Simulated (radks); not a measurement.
Species: Br-. Configuration: [Kr]. All-electron calculation, scalar-relativistic Kohn-Sham, r2SCAN, spin-polarised, spherical densities, finite nucleus; meta-GGA in the generalised Kohn-Sham scheme; Fermi nuclear charge, rms radius 4.1629 fm; Watson sphere of charge +0.75 and radius 5.26 bohr. Program: a radial shooting solver on a logarithmic mesh with Libxc functionals.

Normalised radial functions P(r) = r R(r), r in bohr:

```
   r/bohr * 3d, o 4s, + 4p (the largest magnitude, 1.29, reaches the edge; | marks zero, & curves that meet)
 0.003271                             &o
 0.003747                             &o
 0.004293                             &o
 0.004919                             & o
 0.005635                             & o
 0.006508                             & o
 0.007456                             & o
 0.008543                             & o
 0.009787                             & o
  0.01121                             &  o
  0.01285                             &  o
  0.01472                             &  o
    0.017                             *+ o
  0.01947                             *+ o
  0.02231                             *+ o
  0.02556                             *+ o
  0.02929                             *+ o
  0.03355                             * +o
  0.03844                             |*&
  0.04439                             |&+
  0.05086                             |& +
  0.05827                             o *+
  0.06676                           o | *+
  0.07648                          o  |  *+
  0.08763                         o   |   &
   0.1004                        o    |   +*
   0.1159                        o    |   +  *
   0.1328                        o    |  +     *
   0.1522                        o    |  +       *
   0.1744                         o   |+           *
   0.1998                           o +               *
   0.2289                           + o                  *
   0.2622                          +  |  o                 *
   0.3028                        +    |     o                 *
   0.3469                       +     |       o                 *
   0.3975                      +      |        o                 *
   0.4554                       +     |       o                  *
   0.5217                        +    |     o                   *
   0.5977                          +  |  o                    *
   0.6848                            &|                     *
   0.7908                       o     |  +              *
    0.906                   o         |     +        *
    1.038               o             |        +  *
    1.189             o               |        *  +
    1.363           o                 |     *       +
    1.561           o                 |   *          +
    1.788             o               | *            +
    2.065               o             |*            +
    2.366                  o          |*           +
    2.711                     o       *          +
    3.106                       o     *        +
    3.558                         o   *      +
    4.077                           o *     +
    4.671                            o*   +
    5.394                            o*  +
     6.18                             & +
     7.08                             &+
    8.112                             &+
```

3d: eigenvalue -62.590 eV, 0 radial nodes, <r> = 0.590 bohr, 90 % of the charge inside 0.971 bohr. 4s: eigenvalue -15.991 eV, 3 radial nodes at r = 0.0548, 0.224, 0.670 bohr, <r> = 1.72 bohr, 90 % of the charge inside 2.60 bohr. 4p: eigenvalue -3.861 eV, 2 radial nodes at r = 0.201, 0.704 bohr, <r> = 2.29 bohr, 90 % of the charge inside 3.67 bohr.
